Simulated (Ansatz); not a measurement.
`O[CH2][SnH3]` + propane → `C[CH](C)[SnH3]` + CH₃OH at 600 K and 1 bar (formal exchange of groups at the Sn–C bond).

Calculated with Ansatz (gas phase, PBE0-D4/def2-TZVP geometries, no zero-point term in ΔE). CBS: MP2 limit from def2 TZ/QZ plus the TZ coupled-cluster correction, frozen cores. This one scheme is used for every species. Elements past krypton have def2 core potentials. For Sn outer-core shells are correlated without core-valence functions, which leaves a few kJ/mol of doubt a bond. Each species was taken in one conformer, which may not be the lowest.

| species | CCSD(T)/CBS energy (Eh) | H − E (kJ/mol) | S (J/(mol·K)) |
| --- | --- | --- | --- |
| `O[CH2][SnH3]` | -330.81397 | 213.5 | 400.6 |
| `CCC` | -118.98051 | 315.9 | 335.6 |
| `C[CH](C)[SnH3]` | -334.18096 | 365.9 | 461.6 |
| CH₃OH | -115.61712 | 163.6 | 277.3 |

H − E and S are ideal-gas, rigid-rotor, harmonic terms from PBE0-D4/def2-TZVP, for one conformer and one mirror image of each species. 1 Eh = 2625.50 kJ/mol, R = 8.31446 J/(mol·K).

Task: By hand: ΔE, ΔH, ΔS and ΔG.

Result: ΔE = (-334.18096) + (-115.61712) − (-330.81397) − (-118.98051) = -0.00360 Eh = -9.5 kJ/mol. Δ(H − E) = 365.9 + 163.6 − 213.5 − 315.9 = 0.1, so ΔH = -9.4 kJ/mol. ΔS = 461.6 + 277.3 − 400.6 − 335.6 = 2.7 J/(mol·K). ΔG = -9.4 − 600 × (2.7)/1000 = -11.0 kJ/mol.

Task: By hand: the equilibrium constant, and the temperature at which ΔG would vanish if ΔH and ΔS stayed fixed.

Result: log₁₀ K = −ΔG/(RT ln 10) = 1.0. ΔH and −TΔS have one sign here, so there is no such temperature.

The number of gas molecules stays the same, so ΔS is small and ΔH decides. A doubt of 5 kJ/mol in ΔE shifts log₁₀ K by 0.4 here. Other conformers and mirror images would add mixing entropy, several J/(mol·K) or more a flexible species. These are equilibria of isolated gas molecules and say nothing of rates. Largest T1 diagnostic: 0.012 (customary marks: 0.02 for closed shells, 0.045 for open ones).

ΔS is within the doubt of such terms, so its sign, and with it that verdict, could turn.
